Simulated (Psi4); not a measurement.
AsF$_{3}$, triplet, at a GFN2-xTB geometry (a higher spin typed on purpose: for a closed-shell molecule this is an excited state), with bond 1-2 at 1.25 times its length; HF/6-31G run with Psi4 1.11.

Here is a job for Psi4.
```
memory 2 GB

molecule {
0 3
F    -2.21707037   -1.03267656    0.24187904
As    0.07555063   -0.21534643    0.07876260
F     1.94209977    0.34601691   -0.01789853
F    -0.46057259    1.31279719   -0.48015343
}

set {
  basis 6-31g
  reference uhf
  stability_analysis check
  scf_type pk
}

energy('scf')
print_variables()
```

Predict the main parts of the log of this Psi4 run.


```
   => Loading Basis Set <=

    Name: 6-31G
    Role: ORBITAL
    Keyword: BASIS

         ---------------------------------------------------------
                                   SCF
               by Justin Turney, Rob Parrish, Andy Simmonett
                          and Daniel G. A. Smith
                              UHF Reference
         ---------------------------------------------------------

  ==> Geometry <==

    Molecular point group: c1
    Full point group: C1

    Geometry (in Angstrom), charge = 0, multiplicity = 3:

       Center              X                  Y                   Z               Mass
    ------------   -----------------  -----------------  -----------------  -----------------
         F           -2.154047524228    -1.000546578300     0.234039681108    18.998403162730
         AS           0.138573475772    -0.183216448300     0.070923241108    74.921594570000
         F            2.005122615772     0.378146891700    -0.025737888892    18.998403162730
         F           -0.397549744228     1.344927171700    -0.487992788892    18.998403162730

  Running in c1 symmetry.

  Rotational constants: A =      0.34515  B =      0.09127  C =      0.07218 [cm^-1]
  Rotational constants: A =  10347.24973  B =   2736.15732  C =   2163.93964 [MHz]
  Nuclear repulsion =  276.961274821262464

  Charge       = 0
  Multiplicity = 3
  Electrons    = 60
  Nalpha       = 31
  Nbeta        = 29

  ==> Algorithm <==

  SCF Algorithm Type is PK.
  DIIS enabled.
  MOM disabled.
  Fractional occupation disabled.
  Guess Type is SAD.
  Energy threshold   = 1.00e-06
  Density threshold  = 1.00e-06
  Integral threshold = 1.00e-12

  ==> Primary Basis <==

  Basis Set: 6-31G
    Blend: 6-31G
    Number of shells: 26
    Number of basis functions: 56
    Number of Cartesian functions: 56
    Spherical Harmonics?: false
    Max angular momentum: 2

  ==> Integral Setup <==

  Using in-core PK algorithm.
   Calculation information:
      Number of atoms:                   4
      Number of AO shells:              26
      Number of primitives:             84
      Number of atomic orbitals:        56
      Number of basis functions:        56

      Integral cutoff                 1.00e-12
      Number of threads:                 1

  Performing in-core PK
  Using 2548812 doubles for integral storage.
  We computed 47106 shell quartets total.
  Whereas there are 61776 unique shell quartets.

  ==> DiskJK: Disk-Based J/K Matrices <==

    J tasked:                  Yes
    K tasked:                  Yes
    wK tasked:                  No
    Schwarz Cutoff:          1E-12

  Minimum eigenvalue in the overlap matrix is 9.0011196621E-04.
  Reciprocal condition number of the overlap matrix is 2.1497642669E-04.
    Using symmetric orthogonalization.

  ==> Pre-Iterations <==

  SCF Guess: Superposition of Atomic Densities via on-the-fly atomic UHF (no occupation information).

   -------------------------
    Irrep   Nso     Nmo
   -------------------------
     A         56      56
   -------------------------
    Total      56      56
   -------------------------

  ==> Iterations <==

                        Total Energy        Delta E     RMS |[F,P]|

   @UHF iter SAD: -2526.88329420203763   -2.52688e+03   0.00000e+00
   @UHF iter   1: -2531.34292615637787   -4.45963e+00   3.82958e-02 DIIS/ADIIS
   @UHF iter   2: -2531.82066922467811   -4.77743e-01   2.17817e-02 DIIS/ADIIS
   @UHF iter   3: -2532.00529194986439   -1.84623e-01   2.85973e-03 DIIS/ADIIS
   @UHF iter   4: -2532.02421591564917   -1.89240e-02   1.20717e-03 DIIS/ADIIS
   @UHF iter   5: -2532.03245665185796   -8.24074e-03   5.25924e-04 DIIS/ADIIS
   @UHF iter   6: -2532.03497591115729   -2.51926e-03   2.64361e-04 DIIS/ADIIS
   @UHF iter   7: -2532.03548274770355   -5.06837e-04   1.67374e-04 DIIS/ADIIS
   @UHF iter   8: -2532.03576695114543   -2.84203e-04   1.32370e-04 DIIS/ADIIS
   @UHF iter   9: -2532.03599586328301   -2.28912e-04   8.04375e-05 DIIS
   @UHF iter  10: -2532.03611901415525   -1.23151e-04   4.88565e-05 DIIS
   @UHF iter  11: -2532.03615809137045   -3.90772e-05   4.19823e-05 DIIS
   @UHF iter  12: -2532.03617600152165   -1.79102e-05   2.88777e-05 DIIS
   @UHF iter  13: -2532.03618941197556   -1.34105e-05   2.72182e-05 DIIS
   @UHF iter  14: -2532.03620090271261   -1.14907e-05   2.62872e-05 DIIS
   @UHF iter  15: -2532.03622778625959   -2.68835e-05   2.53481e-05 DIIS
   @UHF iter  16: -2532.03632808314251   -1.00297e-04   2.24417e-05 DIIS
   @UHF iter  17: -2532.03639074103512   -6.26579e-05   2.06987e-05 DIIS
   @UHF iter  18: -2532.03643416786008   -4.34268e-05   1.90070e-05 DIIS
   @UHF iter  19: -2532.03649027106530   -5.61032e-05   1.17198e-05 DIIS
   @UHF iter  20: -2532.03653798538653   -4.77143e-05   5.37460e-05 DIIS
   @UHF iter  21: -2532.03653867025878   -6.84872e-07   5.13327e-05 DIIS
   @UHF iter  22: -2532.03654618724067   -7.51698e-06   2.56360e-05 DIIS
   @UHF iter  23: -2532.03654841404523   -2.22680e-06   1.50313e-05 DIIS
   @UHF iter  24: -2532.03654909862826   -6.84583e-07   5.65478e-06 DIIS
   @UHF iter  25: -2532.03654933997586   -2.41348e-07   1.13189e-06 DIIS
   @UHF iter  26: -2532.03654935948498   -1.95091e-08   1.50678e-06 DIIS
   @UHF iter  27: -2532.03654936748626   -8.00128e-09   1.95054e-07 DIIS
  Energy and wave function converged.

    Wavefunction stable under totally symmetric rotations.
    Lowest totally symmetric eigenvalue: 0.005181
    Lowest UHF->UHF stability eigenvalues:
       A 0.005181

    Stability analysis over.

  ==> Post-Iterations <==

   @Spin Contamination Metric:   1.231307216E-02
   @S^2 Expected:                2.000000000E+00
   @S^2 Observed:                2.012313072E+00
   @S   Expected:                1.000000000E+00
   @S   Observed:                1.000000000E+00

    Orbital Energies [Eh]
    ---------------------

    Alpha Occupied:

[...]
      31A     -0.391053

    Alpha Virtual:

[...]
      56A     71.660649

    Beta Occupied:

[...]
    Beta Virtual:

[...]
    Final Occupation by Irrep:
              A
    DOCC [    29 ]
    SOCC [     2 ]
    NA   [    31 ]
    NB   [    29 ]

  @UHF Final Energy: -2532.03654936748626

   => Energetics <=

    Nuclear Repulsion Energy =            276.9612748212624638
    One-Electron Energy =               -4083.0907982486951369
    Two-Electron Energy =                1274.0929740599458455
    Total Energy =                      -2532.0365493674867139

  UHF NO Occupations:
  HONO-2 :   29  A 1.9951645
  HONO-1 :   30  A 1.0000000
  HONO-0 :   31  A 1.0000000
  LUNO+0 :   32  A 0.0048355
  LUNO+1 :   33  A 0.0004256
  LUNO+2 :   34  A 0.0002579
  LUNO+3 :   35  A 0.0002046

Computation Completed

Properties will be evaluated at   0.000000,   0.000000,   0.000000 [a0]

Properties computed using the SCF density matrix

 Multipole Moments:

 ------------------------------------------------------------------------------------
     Multipole            Electronic (a.u.)      Nuclear  (a.u.)        Total (a.u.)
 ------------------------------------------------------------------------------------

 L = 1.  Multiply by 2.5417464519 to convert [e a0] to [Debye]
 Dipole X            :         -0.5000153           -0.6526116           -1.1526269
 Dipole Y            :         -2.1758499            0.8628576           -1.3129923
 Dipole Z            :          0.7292885           -0.3340129            0.3952756
 Magnitude           :                                                    1.7912957

 ------------------------------------------------------------------------------------

  Variable Map:
  ----------------------------------------------------------------------------
[...]
  Array Variable Map:
  ----------------------------------------------------------------------------
[...]
[...]
```
